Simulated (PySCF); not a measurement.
C4H6O2Si.

```xyz
13

O      0.5449    -2.8613     0.0000
C      0.2211    -1.5643     0.0000
C      0.9262    -0.3886     0.0000
C     -0.0681     0.6638     0.0000
Si     0.2438     2.5030     0.0000
C     -1.2768     0.0180     0.0000
O     -1.1031    -1.3404     0.0000
H      1.5084    -2.9310     0.0000
H      2.0092    -0.2747     0.0000
H     -0.3435     3.1603    -1.2073
H      1.7192     2.7330     0.0000
H     -0.3435     3.1603     1.2073
H     -2.3120     0.3503     0.0000
```

Geometry optimised at r2SCAN-D4/def2-SVP. A frequency run showed that this geometry is not a minimum. The structure was generated by enumeration, and PubChem lists no compound with its InChIKey, so it may never have been made. One conformer was computed; it need not be the lowest.

These are PySCF with KT2/pcSseg-1 values and carry that method's errors. Non-relativistic, no solvent.

Computed absolute GIAO shielding of each atom: isotropic value and principal components (ppm):
| atom | σ(iso) | σ11 | σ22 | σ33 | span |
|---|---|---|---|---|---|
| O1 | 215.4 | 147.5 | 247.2 | 251.4 | 103.9 |
| C2 | 25.7 | -32.7 | 39.7 | 70.0 | 102.6 |
| C3 | 100.8 | 53.6 | 104.0 | 144.9 | 91.3 |
| C4 | 79.9 | 7.8 | 68.9 | 163.0 | 155.2 |
| Si5 | 444.0 | 419.7 | 432.7 | 479.5 | 59.9 |
| C6 | 48.5 | -22.4 | 70.3 | 97.5 | 119.9 |
| O7 | 32.2 | -84.1 | -12.5 | 193.1 | 277.2 |
| H8 | 27.2 | 19.3 | 25.9 | 36.2 | 16.9 |
| H9 | 26.2 | 23.0 | 27.5 | 28.0 | 5.1 |
| H10 | 26.7 | 23.3 | 25.0 | 31.8 | 8.5 |
| H11 | 26.9 | 23.3 | 26.1 | 31.3 | 8.0 |
| H12 | 26.7 | 23.3 | 25.0 | 31.8 | 8.5 |
| H13 | 24.4 | 20.9 | 25.6 | 26.5 | 5.6 |
